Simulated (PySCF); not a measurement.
Identify the unknown among the candidates.

All candidates are C6H15NSi2.

* NMR, other nuclei: isotropic shieldings of nuclei other than C and H, by class: 222 (1 N), 376 (2 Si) ppm [GIAO PBE0/pcSseg-1]
* 13C NMR: chemical shifts (computed TMS as zero) by class: 50.5 (1 C), 31.3 (2 C), 13.9 (1 C), 7.7 (2 C) ppm [GIAO PBE0/pcSseg-1]
* Dipole: 0.02 D [PBE0/pcSseg-1]
* 1H NMR: chemical shifts (computed TMS as zero) by class: 4.83 (4 H), 4.00 (1 H), 2.22 (2 H), 2.16 (2 H), 1.84 (1 H), 1.82 (1 H), 1.13 (4 H) ppm [GIAO PBE0/pcSseg-1]
* Rotational structure: rotational constants A, B, C: 2.256, 0.819, 0.639 GHz [GFN2-xTB]

Gas-phase values; electronic properties from PySCF, density fitting. Levels stand in brackets. One conformer (not necessarily the lowest) at the GFN2-xTB geometry, without solvent, vibrations or thermal averaging. GFN2-xTB frequencies show an imaginary mode (23i cm⁻¹), so this geometry is no minimum at that level. NMR classes are plain means over equivalent atoms (diastereotopic ones count apart unless rotation or inversion swaps them), as if these changed places fast.

Question: Which candidate is it?
A. `CCCN[Si@H]1C=CC[SiH2]1`
B. `C1CC(N2[SiH2]CC[SiH2]2)C1`
C. `C=C/C(C)=N/[C@@H]([SiH3])C[SiH3]`

Answer: B. It is `C1CC(N2[SiH2]CC[SiH2]2)C1`. Numbering: `[CH2:1]1[CH2:2][CH:3]([N:4]2[SiH2:5][CH2:6][CH2:7][SiH2:8]2)[CH2:9]1`. Its formula, C6H15NSi2, gives 2 degrees of unsaturation: 2 rings and 0 π bonds in the structure found. 6 carbons fall into 4 classes; from least to most shielded: ring sp3 carbon bound to nitrogen [C3] (50.5 ppm), four-membered-ring carbon [C2/C9] (31.3 ppm, 2 C), four-membered-ring carbon [C1] (13.9 ppm), ring sp3 carbon bound to silicon [C6/C7] (7.7 ppm, 2 C). Hydrogen classes from least to most shielded: 4 H on 2 SiH2 silicons, Si5/Si8 (4.83 ppm), 1 H on an sp3 carbon bound to nitrogen, C3 (4.00 ppm), 2 H on 2 four-membered-ring carbons, C2/C9 (2.22 ppm), 2 H on 2 four-membered-ring carbons, C2/C9 (2.16 ppm), 1 H on a four-membered-ring carbon, C1 (1.84 ppm), 1 H on a four-membered-ring carbon, C1 (1.82 ppm), 4 H on 2 like atoms (sp3 carbon bound to silicon), C6/C7 (1.13 ppm). The other shieldings belong to: 222 ppm, nitrogen bridging silicon atoms [N4]; 376 ppm, SiH2 silicon [Si5/Si8]. The optimised geometry has point group C1 and is an asymmetric top.

The others, at the same levels:
- `C=C/C(C)=N/[C@@H]([SiH3])C[SiH3]` fails: it has 6 carbon classes against 4; its computed 13C shifts are 163.0 (1 C), 142.6 (1 C), 128.0 (1 C), 49.0 (1 C), 19.0 (1 C), 18.9 (1 C) ppm, 1H shifts are 6.88 (1 H), 6.33 (1 H), 5.61 (1 H), 3.76 (3 H), 3.75 (3 H), 3.70 (1 H), 1.92 (3 H), 1.60 (1 H), 1.15 (1 H) ppm and rotational constant A is 1.086 GHz (against 2.256 GHz).
- `CCCN[Si@H]1C=CC[SiH2]1` fails: it has 6 carbon classes against 4; its computed 13C shifts are 162.8 (1 C), 137.9 (1 C), 47.9 (1 C), 31.4 (1 C), 21.0 (1 C), 12.7 (1 C) ppm, 1H shifts are 7.32 (1 H), 6.53 (1 H), 5.50 (1 H), 3.58 (1 H), 3.51 (1 H), 3.43 (1 H), 2.26 (1 H), 2.20 (1 H), 2.01 (1 H), 1.54 (1 H), 1.19 (3 H), 1.16 (1 H), -0.78 (1 H) ppm and rotational constant A is 2.638 GHz (against 2.256 GHz).

Each candidate is one conformer, not necessarily the lowest. The conformers computed, where there is a choice (atom-mapped SMILES and torsion angles):
- `[CH2:1]=[CH:2]/[C:3]([CH3:4])=[N:5]/[C@@H:6]([SiH3:7])[CH2:8][SiH3:9]`: C1–C2–C3–C4 177°, C3–N5–C6–Si7 90°, N5–C6–C8–Si9 58°

The conformers of `C1CC(N2[SiH2]CC[SiH2]2)C1` and `CCCN[Si@H]1C=CC[SiH2]1` aren't listed.
